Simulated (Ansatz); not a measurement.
Sn(CCH)H3 (C2H4Sn). The state is a triplet with charge 0. Geometry PBE0-D4/def2-TZVP, that of the neutral singlet; atoms count from 1.

```csv
atom,x (Å),y (Å),z (Å)
Sn1,-0.500,0.776,-0.707
C2,0.395,-0.613,0.558
C3,0.914,-1.418,1.292
H4,1.373,-2.129,1.940
H5,-2.110,0.292,-0.966
H6,0.369,0.794,-2.169
H7,-0.440,2.297,0.052
```

In the def2 sets Sn takes a core potential; there is no spin–orbit coupling. At PBE0-D4/def2-TZVP a singlet of charge 0 lies 5.25 eV below the triplet at the same geometry.

Question: Estimate the Mulliken populations from the PBE0/def2-TZVP orbitals of Ansatz.

Answer: 
```
atom  charge (e)  spin (α − β)
 Sn1        0.49          0.00
  C2       -0.30          0.91
  C3       -0.24          1.05
  H4        0.21         -0.06
  H5       -0.06          0.06
  H6       -0.06          0.05
  H7       -0.05         -0.01
```
Mulliken values and Mayer orders depend strongly on the basis.

Question: Where does the spin sit?

Answer: Summed by element: Sn 0.00, C 1.96, H 0.05, of 2 unpaired in all. Largest on single atoms: C3 1.05, C2 0.91, H4 -0.06.

Question: And the Mayer bond orders between bonded heavy atoms (over 0.3)?

Answer: Sn1–C2 1.01 (2.08 Å); C2–C3 1.91 (1.21 Å).
